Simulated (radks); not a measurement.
Values are calculated unless marked as measured or tabulated.
The tungsten ion W17+, configuration [Kr] 4d10 4f11. Code: a radial shooting solver on a logarithmic mesh with Libxc functionals. Model: scalar-relativistic Kohn-Sham, LDA (Slater exchange, VWN5 correlation), spin-polarised, spherical densities, finite nucleus; open shells are filled with parallel spins first (spin-orbit coupling, left out, can overturn this in heavy ions); Fermi nuclear charge, rms radius 5.3658 fm.

X-ray form factor f0, the Fourier transform of the density (f0(0) = 57):

sin(theta)/lambda (1/angstrom)  f0 (electrons)
0.05                                    56.832
0.1                                     56.333
0.15                                    55.517
0.2                                     54.408
0.25                                    53.036
0.3                                     51.437
0.4                                     47.724
0.5                                     43.603
0.6                                     39.389
0.8                                     31.621
1                                       25.551
1.25                                    20.482
1.5                                     17.421
2                                       13.832
